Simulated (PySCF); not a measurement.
1-fluoro-1-methoxyethene (C3H5FO), SMILES C=C(F)OC.

Coordinates come from a r2SCAN-D4/def2-SVP optimisation. A frequency run showed that this geometry is not a minimum. The values are those of a single conformer.

Level of theory: PySCF 2.14.0 with TDA-PBE/def2-SVPD.

Vertical excitations. The molecule is in vacuum. State labels are in the subgroup Cs.

Computed UV-visible absorptions:
```
state  symmetry  energy (eV)  λ (nm)      f                           main pairs
-----  --------  -----------  ------  -----  -----------------------------------
S1           A"         5.37     231  0.018                    HOMO→LUMO+1 100 %
S2           A"         6.11     203  0.009                    HOMO→LUMO+2 100 %
S3           A"         6.78     183  0.010                     HOMO→LUMO+3 99 %
S4           A"         6.91     179  0.000                    HOMO→LUMO+4 100 %
S5           A'         7.10     175  0.474                       HOMO→LUMO 75 %
S6           A'         7.29     170  0.031                     HOMO→LUMO+5 98 %
S7           A"         7.35     169  0.003                     HOMO→LUMO+6 99 %
S8           A"         7.79     159  0.005                    HOMO→LUMO+7 100 %
S9           A"         8.42     147  0.010                   HOMO−1→LUMO+1 96 %
S10          A"         8.47     146  0.003  HOMO→LUMO+10 64 %, HOMO→LUMO+9 35 %
T1           A'         4.43     280      0                       HOMO→LUMO 98 %
T2           A"         5.27     235      0                    HOMO→LUMO+1 100 %
T3           A"         5.93     209      0                    HOMO→LUMO+2 100 %
T4           A"         6.63     187      0                     HOMO→LUMO+3 97 %
```
Triplets are in the Tamm–Dancoff approximation.
